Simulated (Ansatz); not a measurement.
Compare A (`C[SiH2]C[SiH2]Cl`) with its isomer B (`[SiH3]CC[SiH2]Cl`).

Gas-phase electronic energies from Ansatz, PBE0-D4/def2-TZVP geometries. CCSD(T)/CBS adds triple-zeta CCSD(T) − MP2 to the extrapolated MP2 energy (def2 sets, frozen cores). Functionals use def2-TZVPP. B3LYP here is the variant with VWN-RPA as its local correlation; programs differ in this. One conformer a species, not always the lowest.

**Question.** Which isomer does CCSD(T)/CBS put lower? Give the gap. (Estimate.)

**Answer.** Ansatz gave: A, by 68.9 kJ/mol.

**Question.** Give E(B) − E(A) in kJ/mol with HF/def2-TZVPP, CCSD/def2-TZVPP, PBE-D4, B3LYP, MP2/def2-TZVPP, r2SCAN-D4, B2PLYP. (An estimate is asked.)

**Answer.** Computed: HF/def2-TZVPP 70.8, CCSD/def2-TZVPP 68.2, PBE-D4 66.5, B3LYP 71.1, MP2/def2-TZVPP 70.3, r2SCAN-D4 72.8, B2PLYP 70.8. None reverses the order clearly.

Largest T1 diagnostic: 0.010.

The D4 term adds −5.4 kJ/mol with B3LYP and −3.0 kJ/mol with PBE0; it sums over pairs of atoms, weighted by their polarisabilities, and B3LYP, whose exchange is more repulsive, gets the larger term.
